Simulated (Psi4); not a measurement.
CS, charge +1, doublet, geometry from GFN2-xTB (a state made from the parent by changing its charge; the spin is typed, not shown lowest); BLYP/6-31G (Psi4).

The Psi4 input:
```
memory 2 GB

molecule mol {
1 2
  C    -0.000000   -0.000000   -1.079034
  S     0.000000    0.000000    0.404638
}

set basis 6-31g
set reference uks
set level_shift 1.0

energy('blyp')
print_variables()
```

Problem. What does Psi4 print? Leave out banner, timings and long lists.

Solution. 
```
   => Loading Basis Set <=

    Name: 6-31G
    Role: ORBITAL
    Keyword: BASIS

         ---------------------------------------------------------
                                   SCF
               by Justin Turney, Rob Parrish, Andy Simmonett
                          and Daniel G. A. Smith
                              UKS Reference
         ---------------------------------------------------------

  ==> Geometry <==

    Molecular point group: c2v
    Full point group: C_inf_v

    Geometry (in Angstrom), charge = 1, multiplicity = 2:

       Center              X                  Y                   Z               Mass
    ------------   -----------------  -----------------  -----------------  -----------------
         C            0.000000000000     0.000000000000    -1.078777176434    12.000000000000
         S            0.000000000000     0.000000000000     0.404894823566    31.972071174400

  Running in c2v symmetry.

  Rotational constants: A = ************  B =      0.87770  C =      0.87770 [cm^-1]
  Rotational constants: A = ************  B =  26312.75385  C =  26312.75385 [MHz]
  Nuclear repulsion =   34.240055904755231

  Charge       = 1
  Multiplicity = 2
  Electrons    = 21
  Nalpha       = 11
  Nbeta        = 10

  ==> Algorithm <==

  SCF Algorithm Type is DF.
  DIIS enabled.
  MOM disabled.
  Fractional occupation disabled.
  Guess Type is SAD.
  Energy threshold   = 1.00e-06
  Density threshold  = 1.00e-06
  Integral threshold = 1.00e-12

  ==> Primary Basis <==

  Basis Set: 6-31G
    Blend: 6-31G
    Number of shells: 12
    Number of basis functions: 22
    Number of Cartesian functions: 22
    Spherical Harmonics?: false
    Max angular momentum: 1

  ==> DFT Potential <==

   => LibXC <=

    Version 7.1.2
    S. Lehtola, C. Steigemann, M. J. T. Oliveira, and M. A. L. Marques,  SoftwareX 7, 1–5 (2018) (10.1016/j.softx.2017.11.002)

   => Composite Functional: BLYP <=

    BLYP GGA Exchange-Correlation Functional

    P.J. Stephens et. al., J. Phys. Chem., 98, 11623-11627, 1994
    B. Miehlich et. al., Chem. Phys. Lett., 157(3), 200-206 1989

    Deriv               =              1
    GGA                 =           TRUE
    Meta                =          FALSE

    Exchange Hybrid     =          FALSE
    MP2 Hybrid          =          FALSE

   => Exchange Functionals <=

    1.0000     XC_GGA_X_B88

   => Correlation Functionals <=

    1.0000     XC_GGA_C_LYP

   => LibXC Density Thresholds  <==

    XC_GGA_C_LYP:  1.00E-14
    XC_GGA_X_B88:  1.00E-15

   => Molecular Quadrature <=

    Radial Scheme          =       TREUTLER
    Pruning Scheme         =           NONE
    Nuclear Scheme         =       TREUTLER

    Blocking Scheme        =         OCTREE
    BS radius alpha        =              1
    Pruning alpha          =              1
    Radial Points          =             75
    Spherical Points       =            302
    Total Points           =          41901
    Total Blocks           =            376
    Max Points             =            253
    Max Functions          =             22
    Weights Tolerance      =       1.00E-15

   => Loading Basis Set <=

    Name: (6-31G AUX)
    Role: JKFIT
    Keyword: DF_BASIS_SCF

  ==> Integral Setup <==

  SCF_SUBTYPE=INCORE selected. In-core MEM_DF algorithm will be used.
  Using in-core AOs.

  ==> MemDFJK: Density-Fitted J/K Matrices <==

    J tasked:                   Yes
    K tasked:                    No
    wK tasked:                   No
    Algorithm:                 Core
    Schwarz Cutoff:           1E-12
    Mask sparsity (%):       0.0000
    Fitting Condition:        1E-10

   => Auxiliary Basis Set <=

  Basis Set: (6-31G AUX)
    Blend: CC-PVDZ-JKFIT
    Number of shells: 60
    Number of basis functions: 211
    Number of Cartesian functions: 211
    Spherical Harmonics?: false
    Max angular momentum: 3

  Minimum eigenvalue in the overlap matrix is 1.7942034494E-02.
[...]

  ==> Pre-Iterations <==

  SCF Guess: Superposition of Atomic Densities via on-the-fly atomic UHF (no occupation information).

   -------------------------
    Irrep   Nso     Nmo
   -------------------------
     A1        12      12
     A2         0       0
     B1         5       5
     B2         5       5
   -------------------------
    Total      22      22
   -------------------------

  ==> Iterations <==

                           Total Energy        Delta E     RMS |[F,P]|

   @DF-UKS iter SAD:  -435.97965812998757   -4.35980e+02   0.00000e+00
   @DF-UKS iter   1:  -435.70404930171827    2.75609e-01   1.36610e-02 DIIS/ADIIS/SHIFT
   @DF-UKS iter   2:  -435.72143493832772   -1.73856e-02   5.14584e-03 DIIS/ADIIS
   @DF-UKS iter   3:  -435.72480166475583   -3.36673e-03   2.04708e-03 DIIS/ADIIS
   @DF-UKS iter   4:  -435.72529980112040   -4.98136e-04   1.42967e-03 DIIS/ADIIS
   @DF-UKS iter   5:  -435.72557863494183   -2.78834e-04   3.96467e-04 DIIS/ADIIS
   @DF-UKS iter   6:  -435.72562548758145   -4.68526e-05   1.21722e-04 DIIS/ADIIS
   @DF-UKS iter   7:  -435.72563083506930   -5.34749e-06   8.84918e-06 DIIS
   @DF-UKS iter   8:  -435.72563085806752   -2.29982e-08   9.25926e-07 DIIS
  Energy and wave function converged.

  ==> Post-Iterations <==

   Electrons on quadrature grid:
      Nalpha   =   11.0000004499 ; deviation = 4.499e-07
      Nbeta    =   10.0000003981 ; deviation = 3.981e-07
      Ntotal   =   21.0000008480 ; deviation = 8.480e-07

   @Spin Contamination Metric:   2.200759262E-02
   @S^2 Expected:                7.500000000E-01
   @S^2 Observed:                7.720075926E-01
   @S   Expected:                5.000000000E-01
   @S   Observed:                5.000000000E-01

    Orbital Energies [Eh]
    ---------------------

    Alpha Occupied:

[...]
    Alpha Virtual:

[...]
    Beta Occupied:

[...]
       2B1    -0.640427

    Beta Virtual:

[...]
    Final Occupation by Irrep:
             A1    A2    B1    B2
    DOCC [     6,    0,    2,    2 ]
    SOCC [     1,    0,    0,    0 ]
    NA   [     7,    0,    2,    2 ]
    NB   [     6,    0,    2,    2 ]

  @DF-UKS Final Energy:  -435.72563085806752

   => Energetics <=

    Nuclear Repulsion Energy =             34.2400559047552306
    One-Electron Energy =                -660.2119691004835431
    Two-Electron Energy =                 220.9291444274718117
    DFT Exchange-Correlation Energy =     -30.6828620898109463
    Empirical Dispersion Energy =           0.0000000000000000
    VV10 Nonlocal Energy =                  0.0000000000000000
    Total Energy =                       -435.7256308580675181

  UHF NO Occupations:
  HONO-2 :    2 B2 1.9946271
  HONO-1 :    2 B1 1.9946271
  HONO-0 :    7 A1 1.0000000
  LUNO+0 :    3 B1 0.0053729
  LUNO+1 :    3 B2 0.0053729
  LUNO+2 :    8 A1 0.0002571
  LUNO+3 :    9 A1 0.0000297

Computation Completed

Properties will be evaluated at   0.000000,   0.000000,   0.000000 [a0]

Properties computed using the SCF density matrix

 Multipole Moments:

 ------------------------------------------------------------------------------------
     Multipole            Electronic (a.u.)      Nuclear  (a.u.)        Total (a.u.)
 ------------------------------------------------------------------------------------

 L = 1.  Multiply by 2.5417464519 to convert [e a0] to [Debye]
 Dipole X            :          0.0000000            0.0000000            0.0000000
 Dipole Y            :          0.0000000            0.0000000            0.0000000
 Dipole Z            :         -0.3195277            0.0106847           -0.3088430
 Magnitude           :                                                    0.3088430

 ------------------------------------------------------------------------------------

  Variable Map:
  ----------------------------------------------------------------------------
[...]
  Array Variable Map:
  ----------------------------------------------------------------------------
[...]
[...]
```
